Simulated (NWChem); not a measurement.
Species: CuH2S2, doublet; SMILES [SH][Cu][SH]

```xyz
5

Cu     0.0000     0.0000     0.0351
S     -2.1363     0.0000     0.0495
H     -2.2595     0.0000    -1.2996
S      2.1363     0.0000     0.0495
H      2.2595     0.0000    -1.2996
```
Atoms are numbered in this order, from 1.

Program: NWChem. Spin-unrestricted. In the optimisation the excess spin sits in a (C2, its own frame). Coordinates come from a PBE0/def2-SVP, spin-unrestricted optimisation. This spin state was assumed; another may lie lower. No stability test was run on the SCF state. B3LYP is NWChem's, with the RPA form of VWN correlation. Vertical excitations in the gas phase. Excited states of an open shell can be spin-contaminated.

**Question.** Estimate the computed values for B3LYP/def2-SVP, TDA. Quantities: lowest excitation (eV); oscillator strength of that lowest state; lowest empty minus highest occupied level, either spin (eV).

**Answer.** 
| Property | Result |
|---|---|
| lowest excitation (eV) | 1.02 |
| oscillator strength of that lowest state | 0.000 |
| lowest empty minus highest occupied level, either spin (eV) | 1.90 |
